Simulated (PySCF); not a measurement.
# Computed data sheet: `CC#CC[SiH2]C`

Compound: C5H10Si.
Bonds: C1–C2, C2–C3 (triple), C3–C4, C4–Si5, Si5–C6. Hydrogens: H7, H8, H9 on C1; H10, H11 on C4; H12, H13 on Si5; H14, H15, H16 on C6.

Structural features include: alkyne, Si–H bond and C–Si bond.

From GFN2-xTB geometry:

```
Point group of the GFN2-xTB geometry                  : C1
Rotational constants A, B, C of the GFN2-xTB geometry : 5.266, 1.287, 1.117 GHz
```

**PBE0/def2-SVPD ground state and vertical TDDFT (core frozen in the response) (PySCF)**

```
Dipole moment                                                     : 0.58 D
HOMO energy                                                       : -6.88 eV
LUMO energy                                                       : 0.55 eV
HOMO–LUMO gap                                                     : 7.43 eV
Lowest singlet excitation                                         : 6.29 eV (197 nm, f = 0.010)
Strongest line among the 8 lowest singlet transitions             : S4 at 6.69 eV (185 nm, f = 0.046)
Lowest triplet excitation (Tamm–Dancoff)                          : 5.39 eV
Static isotropic polarisability                                   : 87.9 au
Electronic spatial extent ⟨r²⟩ about the centre of nuclear charge : 1105 bohr²
```

PBE0/pcSseg-1 ground state and GIAO shieldings, non-relativistic (PySCF):

```
Lowest Hirshfeld atomic charge                              : -0.21 e on C6
Highest Hirshfeld atomic charge                             : +0.36 e on Si5
13C chemical shifts (computed TMS as zero) by class         : 82.3 (C3), 81.0 (C2), 5.0 (C1), 3.3 (C4), -8.2 (C6) ppm
1H chemical shifts (computed TMS as zero) by class          : 4.19 (H12/H13), 1.97 (H7/H8/H9), 1.71 (H10/H11), 0.27 (H14/H15/H16) ppm
Isotropic shieldings of nuclei other than C and H, by class : 391 (Si5) ppm
Mayer bond orders between heavy atoms                       : C1–C2 1.23, C2–C3 2.60, C3–C4 1.14, C4–Si5 0.87, Si5–C6 0.97
```

Monoisotopic mass (most abundant isotopes): 98.0552 u.

The rotational constants make it an asymmetric top with κ = (2B − A − C)/(A − C) = -0.92, nearer the prolate limit (−1). The polarisability is 13.02 Å³ as a volume (1 au = 0.148185 Å³), or 1.63 au for each of the 54 electrons. The largest Löwdin shares of the HOMO are 0.34 on C2, 0.31 on C3, 0.11 on C4 and 0.07 on C1. In atomic units the dipole is 0.23 e·bohr (1 au = 2.5417 D). The principal polarisabilities are 70.4, 79.1 and 114.1 au; their mean is the isotropic value.

The structure is a single GFN2-xTB conformer in the gas phase; no vibrational or solvent corrections. GFN2-xTB frequencies show an imaginary mode (27i cm⁻¹), so this geometry is no minimum at that level. NMR classes are plain means over equivalent atoms (diastereotopic ones count apart unless rotation or inversion swaps them), as if these changed places fast; in this geometry the members of some classes differ.

For the NMR shielding job (PBE0/pcSseg-1), on an Arm Neoverse V1 with one thread, on a shared host, this took 26 s of wall time and 0.73 GiB of memory at its peak.

The values belong to the conformer `[CH3:1][C:2]#[C:3][CH2:4][SiH2:5][CH3:6]`: C3–C4–Si5–C6 58°.
